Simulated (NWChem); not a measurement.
The numbers come from NWChem runs, not from measurements. System: Cl$_{3}$Sb, charge 0, spin multiplicity 1, at a geometry optimised with B3LYP/def2-SVP with def2 effective core potentials on Sb. The structure started from a generated list of species. Level: RHF/def2-TZVPP with def2 effective core potentials on Sb.

The NWChem input:

```
start mol
memory heap 200 mb stack 900 mb global 1100 mb
geometry units angstroms nocenter noautoz
  Sb     0.002111     0.575013     0.000000
  Cl    -1.048430    -0.571170     1.812296
  Cl    -1.048430    -0.571170    -1.812296
  Cl     2.090526    -0.582699     0.000000
  symmetry group Cs
end
basis spherical
  * library def2-tzvpp
end
ecp
  Sb library def2-ecp
end
scf
  rhf
  nopen 0
  maxiter 100
  thresh 1e-7
  semidirect memsize 60000000 filesize 0
end
task scf energy
```

Part of the output:

```
             Northwest Computational Chemistry Package (NWChem) 7.3.0
             --------------------------------------------------------

                                NWChem Input Module
                                -------------------

 Scaling coordinates for geometry "geometry" by  1.889725989
 (inverse scale =  0.529177249)

 Turning off AUTOSYM since
 SYMMETRY directive was detected!

                             Geometry "geometry" -> ""
                             -------------------------

 Output coordinates in angstroms (scale by  1.889725989 to convert to a.u.)

  No.       Tag          Charge          X              Y              Z
 ---- ---------------- ---------- -------------- -------------- --------------
    1 Sb                  51.0000     0.00211100     0.57501300     0.00000000
    2 Cl                  17.0000    -1.04843000    -0.57117000     1.81229600
    3 Cl                  17.0000    -1.04843000    -0.57117000    -1.81229600
    4 Cl                  17.0000     2.09052600    -0.58269900     0.00000000

 Effective nuclear repulsion energy (a.u.)     702.9952310508

            Nuclear Dipole moment (a.u.)
            ----------------------------
        X                 Y               Z
 ---------------- ---------------- ----------------
    -0.0000321253     0.0000000000     0.0000000000

      Symmetry information
      --------------------

 Group name             Cs
 Group number              2
 Group order               2
 No. of unique centers     3

      Symmetry unique atoms

     1    2    4


 Summary of "ao basis" -> "" (spherical)
 ------------------------------------------------------------------------------
       Tag                 Description            Shells   Functions and Types
 ---------------- ------------------------------  ------  ---------------------
 *                         def2-tzvpp                 on all atoms

 Summary of "ao basis" -> "ao basis" (spherical)
 ------------------------------------------------------------------------------
       Tag                 Description            Shells   Functions and Types
 ---------------- ------------------------------  ------  ---------------------
 Sb                        def2-tzvpp               16       50   6s5p3d2f
 Cl                        def2-tzvpp               14       42   5s5p3d1f

                                 NWChem SCF Module
                                 -----------------

  ao basis        = "ao basis"
  functions       =   176
  atoms           =     4
  closed shells   =    37
  open shells     =     0
  charge          =   0.00
  wavefunction    = RHF
  use symmetry    = T
  symmetry adapt  = T

 Summary of "ao basis" -> "ao basis" (spherical)
 ------------------------------------------------------------------------------
       Tag                 Description            Shells   Functions and Types
 ---------------- ------------------------------  ------  ---------------------
 Sb                        def2-tzvpp               16       50   6s5p3d2f
 Cl                        def2-tzvpp               14       42   5s5p3d1f

      Symmetry analysis of basis
      --------------------------

        a'        103
        a"         73

 Forming initial guess at       0.1s

      Superposition of Atomic Density Guess
      -------------------------------------

 Sum of atomic energies:       -1656.06671434

      Non-variational initial energy
      ------------------------------

 Total energy =   -1617.945523
 1-e energy   =   -3096.551334
 2-e energy   =    1092.074349
 HOMO         =      -0.313835
 LUMO         =      -0.006184

      Symmetry analysis of molecular orbitals - initial
      -------------------------------------------------

  Numbering of irreducible representations:

     1 a'          2 a"

  Orbital symmetries:

     1 a'          2 a'          3 a"          4 a'          5 a'
     6 a"          7 a'          8 a'          9 a"         10 a'
    11 a"         12 a'         13 a'         14 a"         15 a"
    16 a'         17 a'         18 a"         19 a'         20 a'
    21 a"         22 a"         23 a'         24 a'         25 a'
    26 a'         27 a"         28 a'         29 a"         30 a'
    31 a'         32 a"         33 a'         34 a"         35 a'
    36 a"         37 a'         38 a'         39 a"         40 a'
    41 a'         42 a"         43 a'         44 a'         45 a'
    46 a"         47 a'

 Starting SCF solution at       3.1s

 ----------------------------------------------
         Quadratically convergent ROHF

 Convergence threshold     :          1.000E-07
 Maximum no. of iterations :          100
 Final Fock-matrix accuracy:          1.000E-09
 ----------------------------------------------

              iter       energy          gnorm     gmax       time
             ----- ------------------- --------- --------- --------
                 1    -1617.8379369869  9.73D-01  1.80D-01      3.5
                 2    -1617.9138120918  2.35D-01  5.40D-02      4.2
                 3    -1617.9199142035  8.81D-03  2.13D-03      5.3
                 4    -1617.9199265969  3.31D-05  1.01D-05      6.9
                 5    -1617.9199265971  7.41D-09  1.67D-09      9.3

       Final RHF  results
       ------------------

         Total SCF energy =  -1617.919926597105
      One-electron energy =  -3096.158161011829
      Two-electron energy =   1091.706772525515
 Nuclear repulsion energy =    386.531461889209

        Time for solution =      6.2s

       Symmetry analysis of molecular orbitals - final
       -----------------------------------------------

  Numbering of irreducible representations:

     1 a'          2 a"

  Orbital symmetries:

     1 a'          2 a'          3 a"          4 a'          5 a"
     6 a'          7 a'          8 a"          9 a'         10 a"
    11 a"         12 a'         13 a'         14 a"         15 a'
    16 a'         17 a'         18 a"         19 a'         20 a'
    21 a"         22 a'         23 a"         24 a'         25 a'
    26 a'         27 a"         28 a'         29 a"         30 a'
    31 a'         32 a"         33 a'         34 a"         35 a'
    36 a"         37 a'         38 a'         39 a"         40 a'
    41 a'         42 a"         43 a'         44 a'         45 a"
    46 a'         47 a'

             Final eigenvalues
             -----------------

              1
    1 -104.8423
    2 -104.8423
    3 -104.8423
    4  -10.5702
    5  -10.5702
    6  -10.5702
    7   -8.0366
    8   -8.0366
    9   -8.0366
   10   -8.0356
   11   -8.0356
   12   -8.0356
   13   -8.0355
   14   -8.0355
   15   -8.0355
   16   -6.6369
   17   -4.7061
   18   -4.7061
   19   -4.7018
   20   -1.7382
   21   -1.7382
   22   -1.7324
   23   -1.7324
   24   -1.7298
   25   -1.1134
   26   -1.0820
   27   -1.0820
   28   -0.7372
   29   -0.5424
   30   -0.5424
   31   -0.5162
   32   -0.4868
   33   -0.4868
   34   -0.4649
   35   -0.4649
   36   -0.4623
   37   -0.4085
   38    0.0335
   39    0.0335
   40    0.0493
   41    0.1838
   42    0.1963
   43    0.1963
   44    0.3054
   45    0.3054
   46    0.3055
   47    0.3257

                       ROHF Final Molecular Orbital Analysis
                       -------------------------------------

 Vector   35  Occ=2.000000D+00  E=-4.649239D-01  Symmetry=a'
              MO Center=  5.2D-01, -5.2D-01,  1.1D-10, r^2= 5.3D+00
   Bfn.  Coefficient  Atom+Function         Bfn.  Coefficient  Atom+Function
  ----- ------------  ---------------      ----- ------------  ---------------
   149      0.319032  4 Cl px                65      0.247169  2 Cl px
   107      0.247169  3 Cl px               150      0.233692  4 Cl py
   152      0.205677  4 Cl px                68      0.161520  2 Cl px
   110      0.161520  3 Cl px               153      0.160687  4 Cl py

 Vector   36  Occ=2.000000D+00  E=-4.622968D-01  Symmetry=a"
              MO Center= -2.0D-03, -5.5D-01,  4.5D-14, r^2= 5.5D+00
   Bfn.  Coefficient  Atom+Function         Bfn.  Coefficient  Atom+Function
  ----- ------------  ---------------      ----- ------------  ---------------
   151      0.323322  4 Cl pz                65     -0.280005  2 Cl px
   107      0.280005  3 Cl px               154      0.218240  4 Cl pz
    68     -0.189002  2 Cl px               110      0.189002  3 Cl px
    67     -0.161659  2 Cl pz               109     -0.161659  3 Cl pz

 Vector   37  Occ=2.000000D+00  E=-4.084573D-01  Symmetry=a'
              MO Center=  9.1D-04,  2.5D-01, -6.0D-14, r^2= 4.7D+00
   Bfn.  Coefficient  Atom+Function         Bfn.  Coefficient  Atom+Function
  ----- ------------  ---------------      ----- ------------  ---------------
     6      0.373024  1 Sb s                  5      0.368637  1 Sb s
    17      0.274269  1 Sb py                 3     -0.237349  1 Sb s
    11     -0.229800  1 Sb py                66     -0.226062  2 Cl py
   108     -0.226062  3 Cl py               150     -0.226658  4 Cl py
     2      0.217006  1 Sb s                 14      0.212486  1 Sb py

 Vector   38  Occ=0.000000D+00  E= 3.353679D-02  Symmetry=a'
              MO Center= -2.4D-02,  6.6D-01, -6.8D-10, r^2= 4.8D+00
   Bfn.  Coefficient  Atom+Function         Bfn.  Coefficient  Atom+Function
  ----- ------------  ---------------      ----- ------------  ---------------
    19      0.685842  1 Sb px                16      0.425013  1 Sb px
   139     -0.338638  4 Cl s                 10     -0.307286  1 Sb px
    13      0.282287  1 Sb px               153     -0.209266  4 Cl py
   152      0.179509  4 Cl px                55      0.169328  2 Cl s
    97      0.169328  3 Cl s                 70     -0.162334  2 Cl pz

 Vector   39  Occ=0.000000D+00  E= 3.353707D-02  Symmetry=a"
              MO Center=  2.9D-02,  6.6D-01,  6.7D-10, r^2= 4.8D+00
   Bfn.  Coefficient  Atom+Function         Bfn.  Coefficient  Atom+Function
  ----- ------------  ---------------      ----- ------------  ---------------
    21      0.685847  1 Sb pz                18      0.425016  1 Sb pz
    12     -0.307288  1 Sb pz                55     -0.293275  2 Cl s
    97      0.293275  3 Cl s                 15      0.282289  1 Sb pz
   154     -0.194596  4 Cl pz                69     -0.180060  2 Cl py
   111      0.180060  3 Cl py                68     -0.162990  2 Cl px

 Vector   40  Occ=0.000000D+00  E= 4.930794D-02  Symmetry=a'
              MO Center=  9.2D-04,  2.5D-01, -4.9D-13, r^2= 5.5D+00
   Bfn.  Coefficient  Atom+Function         Bfn.  Coefficient  Atom+Function
  ----- ------------  ---------------      ----- ------------  ---------------
    20      0.672511  1 Sb py                 5     -0.585900  1 Sb s
     6     -0.375097  1 Sb s                 17      0.359545  1 Sb py
   152     -0.325419  4 Cl px                55      0.282256  2 Cl s
    70     -0.281821  2 Cl pz                97      0.282256  3 Cl s
   112      0.281821  3 Cl pz               139      0.282270  4 Cl s

------------------------------------------------------------
EAF file 0: "./mol.aoints.0" size=524288 bytes
------------------------------------------------------------
               write      read    awrite     aread      wait
               -----      ----    ------     -----      ----
     calls:        1        21         0         0         0
   data(b): 5.24e+05  1.10e+07  0.00e+00  0.00e+00
   time(s): 0.00e+00  0.00e+00  0.00e+00  0.00e+00  0.00e+00
rate(mb/s): 0.00e+00  0.00e+00
------------------------------------------------------------

 center of mass
 --------------
 x =   0.00028232 y =   0.07698001 z =   0.00000000

 moments of inertia (a.u.)
 ------------------
        1085.585202168616           2.038766026107           0.000000000000
           2.038766026107        1640.565945480208           0.000000000000
           0.000000000000           0.000000000000        1085.571661453095

  Mulliken analysis of the total density
  --------------------------------------

    Atom       Charge   Shell Charges
 -----------   ------   -------------------------------------------------------
    1 Sb  23    21.86   0.16 -0.66  1.57  0.93  1.19  0.57 -0.46  6.42  0.68  0.99  0.10  9.07  0.97  0.25  0.08  0.00
    2 Cl  17    17.38   2.01  0.45  1.52  1.08  0.90  4.18  1.69  1.05  2.88  1.58  0.00  0.00  0.03  0.00
    3 Cl  17    17.38   2.01  0.45  1.52  1.08  0.90  4.18  1.69  1.05  2.88  1.58  0.00  0.00  0.03  0.00
    4 Cl  17    17.38   2.01  0.45  1.52  1.08  0.90  4.18  1.69  1.05  2.88  1.58  0.00  0.00  0.03  0.00

       Multipole analysis of the density wrt the origin
       ------------------------------------------------

     L   x y z        total         open         nuclear
     -   - - -        -----         ----         -------
     0   0 0 0     -0.000000      0.000000     74.000000

     1   1 0 0      0.004455      0.000000     -0.111730
     1   0 1 0      1.211965      0.000000    -30.425276
     1   0 0 1     -0.000000      0.000000      0.000000

     2   2 0 0    -50.085068      0.000000    398.774219
     2   1 1 0      0.013945      0.000000     -1.143838
     2   1 0 1     -0.000000      0.000000      0.000000
     2   0 2 0    -46.286499      0.000000     87.379882
     2   0 1 1     -0.000000      0.000000      0.000000
     2   0 0 2    -50.085168      0.000000    398.781362

 Task  times  cpu:        9.3s     wall:        9.3s

 Total times  cpu:        9.4s     wall:        9.4s
```
